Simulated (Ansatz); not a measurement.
Reaction (substitution at a C–C bond): `CC(Cl)[SiH2]O` + `[SiH3]C[SeH]` → `C[Se]C[SiH3]` + `O[SiH2]CCl`

Program: Ansatz. Geometries: PBE0-D4/def2-TZVP. ΔE: electronic, gas phase. CBS: MP2 limit from def2 TZ/QZ plus the TZ coupled-cluster correction, frozen cores. For Se outer-core shells are correlated without core-valence functions, which leaves a few kJ/mol of doubt a bond. Scalar relativity is left out up to krypton. One conformer a species, not always the lowest.

`CC(Cl)[SiH2]O`:

```xyz
12

C     0.008   -1.426   -0.901
C     0.368   -0.504    0.241
Cl    2.090    0.032    0.098
Si   -0.640    1.089    0.314
O    -0.102    2.077    1.509
H     0.658   -2.303   -0.927
H     0.085   -0.915   -1.863
H    -1.024   -1.772   -0.780
H     0.318   -1.032    1.196
H    -2.054    0.777    0.641
H    -0.547    1.713   -1.033
H     0.840    2.263    1.505
```

`[SiH3]C[SeH]`:

Z-matrix (Å, degrees):
```
Si
C 1 1.874
H 1 1.490 2 110.5
H 1 1.484 2 109.8 3 120.7
H 1 1.487 2 109.2 3 -119.4
Se 2 1.957 1 111.3 3 177.7
H 2 1.090 1 112.8 3 54.0
H 2 1.092 1 110.1 3 -66.6
H 6 1.470 2 95.5 1 -48.6
```

`C[Se]C[SiH3]`:

```xyz
12

C     1.095   -1.176   -1.821
Se   -0.354    0.015   -1.322
C     0.017    0.088    0.586
Si   -1.209    1.203    1.469
H     1.026   -1.324   -2.899
H     0.987   -2.135   -1.317
H     2.056   -0.724   -1.579
H     1.030    0.469    0.737
H    -0.043   -0.921    1.000
H    -0.892    1.219    2.923
H    -2.593    0.698    1.281
H    -1.120    2.588    0.940
```

`O[SiH2]CCl`:

Cartesian coordinates in Å:
```
O 1.277 0.267 1.312
Si 0.470 0.720 -0.043
C -0.609 -0.691 -0.664
Cl -1.699 -1.170 0.677
H 0.740 -0.080 2.028
H 1.503 1.047 -1.056
H -0.419 1.887 0.193
H -0.028 -1.573 -0.938
H -1.235 -0.406 -1.509
```

```
        species  CCSD(T)/CBS(def2) energy (Eh)
`CC(Cl)[SiH2]O`                     -904.40452
 `[SiH3]C[SeH]`                    -2731.43590
 `C[Se]C[SiH3]`                    -2770.69677
   `O[SiH2]CCl`                     -865.14075
```

**Question.** Work out ΔE.

**Answer.** ΔE = (-2770.69677) + (-865.14075) − (-904.40452) − (-2731.43590) = 0.00290 Eh = +1.8 kcal/mol.

Largest T1 diagnostic among the species: 0.010.

From BLYP to BHLYP (50 % exact exchange), in def2-TZVPP and without D4, ΔE moves by +0.9 kcal/mol. Leaving LDA and LC-ωPBE aside and taking each functional with its dispersion term where it has one, the values, not all of them listed here, spread over 1.3 kcal/mol, from B2PLYP to B97M-V. LDA lies +2.9 kcal/mol from PBE without D4.
